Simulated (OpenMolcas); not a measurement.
# Tc+: effect of the IPEA shift

- Program: OpenMolcas
- Basis: ANO-RCC-VTZP [7s6p4d2f1g]
- Scalar Hamiltonian: DKH2, point nucleus
- Active space: 6 electrons in 6 orbitals (4d 5s)
- State averaging: 2S+1 = 7 even, 1 root; 2S+1 = 5 even, 30 roots; 2S+1 = 3 even, 72 roots (67 in the spin-orbit step); 2S+1 = 1 even, 35 roots
- Spin-orbit coupling: RASSI with atomic mean-field integrals over the reference wave functions, term energies averaged over their components

Methods on the same reference wave functions:
A. CASSCF
B. MS-CASPT2, IPEA 0 Eh, imaginary shift 0.1 Eh (closed shells correlated: 4s 4p)
C. MS-CASPT2, IPEA 0.25 Eh, imaginary shift 0.1 Eh (closed shells correlated: 4s 4p)

Energies in eV above 4d5 5s 7S3.

```csv
Level,A,B,C
4d5 5s 7S3,0.0000,0.0000,0.0000
4d6 5D4,1.8511,0.980,0.875
4d6 5D3,1.9518,1.086,0.981
4d6 5D2,2.0151,1.150,1.046
4d6 5D1,2.0562,1.192,1.088
4d6 5D0,2.0763,1.213,1.109
4d5 5s 5S2,2.2590,1.334,1.483
4d5 5s 5G2,3.3227,2.709,2.752
4d5 5s 5G3,3.3280,2.716,2.759
4d5 5s 5G4,3.3342,2.728,2.768
4d5 5s 5G5,3.3399,2.735,2.774
4d5 5s 5G6,3.3434,2.742,2.781
4d6 3P2,3.5614,2.411,2.452
4d6 3H6,3.5835,2.639,2.613
4d6 3F3 [61 %],3.7261,2.609,2.651
4d5 5s 5P2 [66 %],3.7684,3.024,3.092
4d5 5s 5P3 [53 %],3.7685,3.035,3.109
4d5 5s 5P1,3.7961,3.058,3.122
4d6 3F2,3.7996,2.688,2.715
4d6 3P1 [73 %],3.8301,2.670,2.728
4d6 3P0 [75 %],3.8462,2.718,2.765
4d6 3G4 [54 %],3.9181,2.824,2.870
4d6 3G3 [54 %],3.9346,2.802,2.870
4d5 5s 5D4,4.0776,3.207,3.286
```

Between B and C the level of the table that moves most is 4d5 5s 5S2, by 1200 cm-1 (lowest in B, highest in C). Moves below CASPT2's spread within the term are not significant.

From A to B the spin-free energies of the other terms of 4d5 5s shown, above 7S, scale by factors of 0.59 to 0.82.

The lowest spin-free term lies below A's lowest term by 0.417 hartree in B, 0.398 hartree in C.

CASPT2 does not keep the components of a term degenerate, so their means are used; among the terms shown or strongly mixed into the levels shown the widest spread is 510 cm-1 (4d5 5s 5G, C). Some high roots are left out of the spin-orbit mixing, which shifts the levels that they would mix with. Configurations are named by rounded mean occupations; where the s occupation lies near a half they are strongly mixed, a name can repeat and a true partner stay unpaired. A single d shell beside an s shell can misplace configurations of different d count against each other. The CASPT2 spread within a term exceeds the gap to the next term for 4d6 3F and 4d6 3G, 4d6 3G and 4d6 3H, so the order of their levels is uncertain, and so are names and mixing where such terms share a J (figures for B; the like holds for C). Without dynamic correlation excited terms often stand tens of per cent too high (terms of higher spin than the ground term too low), and those without a measured partner can miss by more than the paired ones (holds for A). Levels of configurations outside the active space are missing. The table leaves out levels that lie high or whose names do not pair safely across all columns.

A share in square brackets marks a mixed level and gives the weight of the term that names it, the lowest over the columns.
